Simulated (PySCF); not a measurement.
P²⁺ (phosphorus, charge +2) across methods

[Ne] 3s1 3p2, high-spin 4P determinant (an excited configuration). Calculation: PySCF 2.14, in dyall-acv3z (19s12p6d4f, 113 functions); the non-relativistic Hamiltonian (point nucleus).

```
method  E (hartree)  mean ε 2p β (eV)  mean ε 3s α (eV)  mean ε 3p α (eV)  Σ⟨r²⟩ (bohr²)   ⟨S²⟩
  TPSS    -339.9312           -149.08           -36.035           -26.217          14.43  3.750
M06-2X    -339.8875           -160.27           -39.357           -28.606          14.44  3.750
  MN15    -339.9103           -154.39           -37.852           -27.932          14.34  3.750
   UHF   -339.45137           -170.95           -43.593           -31.543          14.57  3.750
   LDA    -338.6297           -148.56           -35.767           -26.040          14.49  3.750
  PBE0    -339.7836           -154.44           -37.895           -27.601          14.45  3.750
   PBE    -339.7489           -148.50           -35.812           -26.123          14.46  3.750
r2SCAN    -339.8991           -150.83           -36.524           -26.531          14.43  3.750
```
